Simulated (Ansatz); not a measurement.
Consider the hydrogenolysis of the Al–C bond: `C=C[CH2][Al]([F])[F]` + H₂ → `[F][AlH][F]` + `C=CC`.

Computed with Ansatz on PBE0-D4/def2-TZVP structures; ΔE is electronic, products minus reactants. CCSD(T)/CBS is the MP2 limit (def2-TZVPP, def2-QZVPP) plus CCSD(T) − MP2 in def2-TZVPP, frozen cores. This one scheme is used for every species. Functionals use def2-TZVPP. Each species was taken in one conformer, which may not be the lowest.

`C=C[CH2][Al]([F])[F]`:

Cartesian coordinates in Å:
```
C 0.621 -0.293 -1.334
C -0.305 0.483 -0.745
C -0.181 1.078 0.617
Al -0.228 -0.767 1.207
F -1.636 -1.605 1.344
F 1.162 -1.532 1.645
H 0.420 -0.785 -2.277
H 1.615 -0.421 -0.912
H -1.280 0.560 -1.223
H -0.984 1.761 0.871
H 0.797 1.520 0.808
```

H₂:

```xyz
2

H    -0.133    0.271   -0.219
H     0.133   -0.271    0.219
```

`[F][AlH][F]`:

```xyz
4

F     1.207   -0.038    1.083
Al    0.004   -0.014   -0.029
F    -1.391    0.751    0.365
H     0.180   -0.698   -1.419
```

`C=CC`:

```xyz
9

C     0.209    1.010   -0.925
C    -0.165   -0.183   -0.485
C    -0.068   -0.644    0.929
H     0.626    1.755   -0.255
H     0.113    1.285   -1.969
H    -0.577   -0.898   -1.195
H    -1.052   -0.917    1.321
H     0.559   -1.538    1.008
H     0.355    0.130    1.572
```

Q: Is it downhill or uphill in electronic energy at CCSD(T)/CBS, and by how much? (Best estimate.)

A: Computed: Downhill: ΔE = -5.1 kcal/mol.

Q: What do these levels give: BHLYP-D4, ωB97M-V, BLYP, BHLYP, MP2/CBS(def2), CCSD/CBS(def2)? (Estimate.)

A: The calculation gave: BHLYP-D4 -7.2, ωB97M-V -4.5, BLYP -8.7, BHLYP -9.5, MP2/CBS(def2) -3.3, CCSD/CBS(def2) -6.7 kcal/mol.

Largest T1 diagnostic among the species: 0.013.

The D4 term adds +2.6 kcal/mol with B3LYP and +1.4 kcal/mol with PBE0; it sums over pairs of atoms, weighted by their polarisabilities, and B3LYP, whose exchange is more repulsive, gets the larger term. From BLYP to BHLYP (50 % exact exchange), in def2-TZVPP and without D4, ΔE moves by −0.8 kcal/mol. Leaving LDA and LC-ωPBE aside and taking each functional with its dispersion term where it has one, the values, not all of them listed here, spread over 5.3 kcal/mol, from BHLYP-D4 to r2SCAN-D4. LDA lies +2.9 kcal/mol from PBE without D4.

B3LYP here is the variant with VWN-RPA as its local correlation; programs differ in this.
